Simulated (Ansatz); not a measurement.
`FB[SiH2]Cl` + H₂S → `FB[SiH2]S` + HCl at 500 K and 1 bar (ligand exchange at the Si–Cl bond).

Calculated with Ansatz (gas phase, PBE0-D4/def2-TZVP geometries, no zero-point term in ΔE). CCSD(T)/CBS is the MP2 limit (def2-TZVPP, def2-QZVPP) plus CCSD(T) − MP2 in def2-TZVPP, frozen cores. This one scheme is used for every species. One conformer a species, not always the lowest.

| species | CCSD(T)/CBS energy (Eh) | H − E (kJ/mol) | S (J/(mol·K)) |
| --- | --- | --- | --- |
| `FB[SiH2]Cl` | -875.32301 | 125.4 | 375.9 |
| H₂S | -398.97279 | 57.0 | 224.0 |
| `FB[SiH2]S` | -813.90074 | 151.3 | 397.3 |
| HCl | -460.38127 | 32.5 | 201.9 |

H − E and S are ideal-gas, rigid-rotor, harmonic terms from PBE0-D4/def2-TZVP, for one conformer and one mirror image of each species. 1 Eh = 2625.50 kJ/mol, R = 8.31446 J/(mol·K).

Problem. By hand: ΔE, ΔH, ΔS and ΔG.

Solution. ΔE = (-813.90074) + (-460.38127) − (-875.32301) − (-398.97279) = 0.01379 Eh = 36.2 kJ/mol. Δ(H − E) = 151.3 + 32.5 − 125.4 − 57.0 = 1.4, so ΔH = 37.6 kJ/mol. ΔS = 397.3 + 201.9 − 375.9 − 224.0 = -0.7 J/(mol·K). ΔG = 37.6 − 500 × (-0.7)/1000 = 38.0 kJ/mol.

Problem. By hand: the equilibrium constant, and the temperature at which ΔG would vanish if ΔH and ΔS stayed fixed.

Solution. log₁₀ K = −ΔG/(RT ln 10) = -4.0. ΔH and −TΔS have one sign here, so there is no such temperature.

The number of gas molecules stays the same, so ΔS is small and ΔH decides. A doubt of 5 kJ/mol in ΔE shifts log₁₀ K by 0.5 here. Other conformers and mirror images would add mixing entropy, several J/(mol·K) or more a flexible species. Modes under 60 cm⁻¹, often nearly free rotors, make the harmonic entropy too high. These are equilibria of isolated gas molecules and say nothing of rates. Largest T1 diagnostic: 0.014 (customary marks: 0.02 for closed shells, 0.045 for open ones).

ΔS is within the doubt of such terms, so its sign, and with it that verdict, could turn.
